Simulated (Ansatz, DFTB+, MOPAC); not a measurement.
Species: H₃S₂, charge 1, multiplicity 1. SMILES: S[SH2+]

Atoms: S1, S2, H3, H4, H5. Bonds: S1-S2, S1-H3, S1-H5, S2-H4.

Bond lengths (Å) and angles (degrees) optimised at MNDO with MOPAC; SCC-DFTB with DFTB+; B3LYP/6-31G* with Ansatz (a quantum-chemistry and plane-wave program), each started from the B3LYP-D3(BJ)/def2-TZVP structure (Ansatz) of the last column. A row stands for all coordinates that are equal there. 6-31G* holds six Cartesian d functions. No wavenumbers were computed at MNDO, SCC-DFTB, so these may be saddle points.

| coordinate | MNDO | SCC-DFTB | B3LYP/6-31G* | B3LYP-D3(BJ)/def2-TZVP |
|---|---|---|---|---|
| S1-S2 | 1.990 | 2.085 | 2.115 | 2.078 |
| S1-H3 | 1.324 | 1.359 | 1.358 | 1.357 |
| S2-H4 | 1.309 | 1.361 | 1.354 | 1.350 |
| S2-S1-H3 | 102.8 | 103.5 | 101.3 | 101.0 |
| S1-S2-H4 | 101.1 | 99.1 | 92.2 | 91.4 |
| H3-S1-H5 | 99.4 | 100.0 | 94.8 | 94.2 |

Mean signed difference of all 4 bond lengths from B3LYP-D3(BJ)/def2-TZVP: MNDO -0.049 Å, SCC-DFTB 0.006 Å, B3LYP/6-31G* 0.011 Å.
